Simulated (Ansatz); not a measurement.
C2H6ClSi (SMILES C[Si](C)Cl), doublet, geometry from GFN2-xTB. Base run: HF/6-31G (Ansatz, an electronic-structure program).

Geometry (Å):
```xyz
10

C     -1.3887    -1.4132    -0.1312
Si     0.0465    -0.3258     0.4919
C      1.7363    -0.9556    -0.1236
Cl    -0.2314     1.5839    -0.2230
H     -2.3493    -1.0389     0.2095
H     -1.2877    -2.4371     0.2140
H     -1.4064    -1.4264    -1.2202
H      1.7621    -0.9624    -1.2125
H      2.5475    -0.3218     0.2213
H      1.9314    -1.9656     0.2218
```
Charge 0, spin multiplicity 2.
Orbitals are unrestricted.
All else is at Ansatz's defaults.
Base energy -827.56946 Eh.

Variants of this job, named by their change:

| change | ΔE vs base (mEh) |
|---|---|
| base | 0.000 |
| point_charge = charge:0.5 position_ang:1.9529, 0.7855, 4.7881 | 0.242 |
| lower_state_search = light | 0.000 |
| forces = on | 0.000 |
| lower_state_search = full | 0.000 |
| accuracy = high | -0.011 |
| fitting.mean_field = def2-universal-JKFIT | 0.043 |
| point_charge = charge:-1.0 position_ang:0.4712, -6.0145, 2.0046 | -9.823 |
| fitting.mean_field = cc-pVTZ-JKFIT | 0.031 |
| nuclear_model = gaussian | 0.594 |
| point_charge = charge:1.0 position_ang:-4.9564, -1.8156, -2.1412 | -0.553 |
